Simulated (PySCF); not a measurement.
## Energy of Hg²⁺ (mercury, charge +2) between two integer charges

The 5d beta orbital of [Xe] 4f14 5d10 is emptied in steps (occupation f), with all orbitals relaxed, ending at [Xe] 4f14 5d9. All numbers are calculated (PySCF 2.14, scalar relativity through the core potential, in def2-SVP with the def2 core potential (60 electrons) (6s3p2d1f, 32 functions)). The exact energy is a straight line in f; departures are measured from the line between the end points of the same method.

```json
{"f": "1", "UHF (eV)": "0.000", "LDA (eV)": "0.000", "PBE (eV)": "0.000", "PBE0 (eV)": "0.000", "r2SCAN (eV)": "0.000", "LC-wPBE (eV)": "0.000", "BHandHLYP (eV)": "0.000", "wB97X (eV)": "0.000", "M06-2X (eV)": "0.000", "MN15 (eV)": "0.000"}
{"f": "0.75", "UHF (eV)": "0.275", "LDA (eV)": "-1.264", "PBE (eV)": "-1.242", "PBE0 (eV)": "-0.871", "r2SCAN (eV)": "-1.167", "LC-wPBE (eV)": "-0.327", "BHandHLYP (eV)": "-0.498", "wB97X (eV)": "-0.397", "M06-2X (eV)": "-0.527", "MN15 (eV)": "-0.747"}
{"f": "0.5", "UHF (eV)": "0.355", "LDA (eV)": "-1.698", "PBE (eV)": "-1.664", "PBE0 (eV)": "-1.168", "r2SCAN (eV)": "-1.559", "LC-wPBE (eV)": "-0.442", "BHandHLYP (eV)": "-0.672", "wB97X (eV)": "-0.534", "M06-2X (eV)": "-0.709", "MN15 (eV)": "-1.002"}
{"f": "0.25", "UHF (eV)": "0.258", "LDA (eV)": "-1.282", "PBE (eV)": "-1.254", "PBE0 (eV)": "-0.880", "r2SCAN (eV)": "-1.171", "LC-wPBE (eV)": "-0.335", "BHandHLYP (eV)": "-0.510", "wB97X (eV)": "-0.403", "M06-2X (eV)": "-0.536", "MN15 (eV)": "-0.755"}
{"f": "0", "UHF (eV)": "0.000", "LDA (eV)": "0.000", "PBE (eV)": "0.000", "PBE0 (eV)": "0.000", "r2SCAN (eV)": "0.000", "LC-wPBE (eV)": "0.000", "BHandHLYP (eV)": "0.000", "wB97X (eV)": "0.000", "M06-2X (eV)": "0.000", "MN15 (eV)": "0.000"}
```

```tsv
method	E(f=0) − E(f=1) (eV)	−ε at f=1 (eV)	−ε at f=0.5 (eV)
UHF	33.706	35.222	33.661
LDA	35.659	28.967	35.611
PBE	35.345	28.763	35.311
PBE0	35.246	30.629	35.221
r2SCAN	35.239	29.032	35.228
LC-wPBE	35.112	33.391	35.090
BHandHLYP	35.063	32.437	35.031
wB97X	35.158	33.069	35.140
M06-2X	35.395	32.611	35.371
MN15	35.216	31.263	35.193
```

Orbital energy along the path (eV):

```json
{"f": "1", "UHF": "-35.222", "LDA": "-28.967", "PBE": "-28.763", "PBE0": "-30.629", "r2SCAN": "-29.032", "LC-wPBE": "-33.391", "BHandHLYP": "-32.437", "wB97X": "-33.069", "M06-2X": "-32.611", "MN15": "-31.263"}
{"f": "0.75", "UHF": "-34.404", "LDA": "-32.250", "PBE": "-32.006", "PBE0": "-32.902", "r2SCAN": "-32.118", "LC-wPBE": "-34.221", "BHandHLYP": "-33.710", "wB97X": "-34.083", "M06-2X": "-33.972", "MN15": "-33.203"}
{"f": "0.5", "UHF": "-33.661", "LDA": "-35.611", "PBE": "-35.311", "PBE0": "-35.221", "r2SCAN": "-35.228", "LC-wPBE": "-35.090", "BHandHLYP": "-35.031", "wB97X": "-35.140", "M06-2X": "-35.371", "MN15": "-35.193"}
{"f": "0.25", "UHF": "-32.985", "LDA": "-39.044", "PBE": "-38.668", "PBE0": "-37.577", "r2SCAN": "-38.354", "LC-wPBE": "-35.990", "BHandHLYP": "-36.399", "wB97X": "-36.223", "M06-2X": "-36.805", "MN15": "-37.219"}
{"f": "0", "UHF": "-32.370", "LDA": "-42.539", "PBE": "-42.063", "PBE0": "-39.963", "r2SCAN": "-41.491", "LC-wPBE": "-36.910", "BHandHLYP": "-37.816", "wB97X": "-37.323", "M06-2X": "-38.289", "MN15": "-39.252"}
```

Reference removal energy between the ground levels: 34.49 ± 0.05 eV (measured; NIST Atomic Spectra Database, ionization energies). The calculation has no spin-orbit coupling. UHF lacks correlation.
